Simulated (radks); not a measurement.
Spherical quantum dot in the effective-mass picture: electrons in a parabolic well V = omega^2 r^2 / 2 with omega = 0.679, all in effective atomic units (hartree* = m*/eps^2 hartree, bohr* = eps/m* bohr), one dielectric constant everywhere. Method: non-relativistic Kohn-Sham, PBE, spin-polarised, spherical densities; computed with a radial shooting solver with Libxc functionals. Levels are named by radial order and angular momentum (1s, 1p, 1d, 2s, ...), and open shells are averaged over m. Results are scaled to m* = 0.16 and eps = 9.3, for which hartree* = 50.34 meV and bohr* = 3.076 nm.

N = 26, configuration 1s2 1p6 1d10 2s2 1f(up 6, down 0). This is the lowest configuration that the search found. Occupied and some empty levels:

level    occupation  eigenvalue (meV)  <r> (nm)
1s up             1            481.32     7.128
1s down           1            482.43     6.880
1p up             3            493.43     8.717
1p down           3            495.41     8.547
1d up             5            507.76     9.781
1d down           5            510.32     9.685
2s up             1            512.36     8.151
2s down           1            514.06     8.260
1f up             6            524.12     10.60
1f down           0            527.00     10.56
2p up             0            531.48     9.132
2p down           0            533.09     9.196
1g up             0            542.28     11.29
1g down           0            545.30     11.28
2d up             0            551.68     10.07
2d down           0            553.34     10.10

Energy (meV): total 8318.89, kinetic 748.26, external 3033.8, Hartree 5018.0, exchange-correlation -481.12.
